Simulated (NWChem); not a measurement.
System: CH4BFO; SMILES COBF

NWChem input:

```
start job
memory heap 200 mb stack 900 mb global 1100 mb
geometry units angstroms noautoz
  B     -0.647278    -0.746909     0.000000
  H     -1.701889    -1.345232     0.000000
  F      0.509087    -1.431184     0.000000
  O     -0.661220     0.603071     0.000000
  C      0.523974     1.393838     0.000000
  H      1.442257     0.772209     0.000000
  H      0.522877     2.043217    -0.898876
  H      0.522877     2.043217     0.898876
end
basis spherical
  * library 6-31g*
end
dft
  xc m06-l
  iterations 150
  mulliken
end
task dft energy
```

Geometry: optimised at PBE-D3(BJ)/def2-SVP.

Question: Predict the main results of this run. (M06-L/6-31G* (spherical d).) Quantities: energy (Ha); highest occupied level (eV); orbital gap (eV); dipole (D).

Answer: 
| Item | Value |
|---|---|
| energy (Ha) | -240.48 |
| highest occupied level (eV) | -7.82 |
| orbital gap (eV) | 8.16 |
| dipole (D) | 1.64 |
